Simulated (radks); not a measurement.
The numbers below are computed, except where a source is named.
Problem. All-electron atom: Zn X in [Ar] 3d3 (the NIST ground configuration). Code: a radial shooting solver on a logarithmic mesh with Libxc functionals. Model: scalar-relativistic Kohn-Sham, PBE, spin-unpolarised, spherical densities, point nucleus. Some entries of the table are withheld. Estimate them.

| orbital | occ. | eigenvalue (hartree) | r(max) (bohr) |
|---|---|---|---|
| 1s | 2 | (1) | 0.03291 |
| 2s | 2 | -51.42622 | 0.1892 |
| 2p | 6 | (2) | (3) |
| 3s | 2 | -12.59308 | (4) |
| 3p | 6 | -10.84426 | 0.5643 |
| 3d | 3 | (5) | 0.4980 |

Solution. 
(1) 1s eigenvalue (hartree): -358.7314
(2) 2p eigenvalue (hartree): -45.75099
(3) 2p r(max) (bohr): 0.1522
(4) 3s r(max) (bohr): 0.5686
(5) 3d eigenvalue (hartree): -8.05052
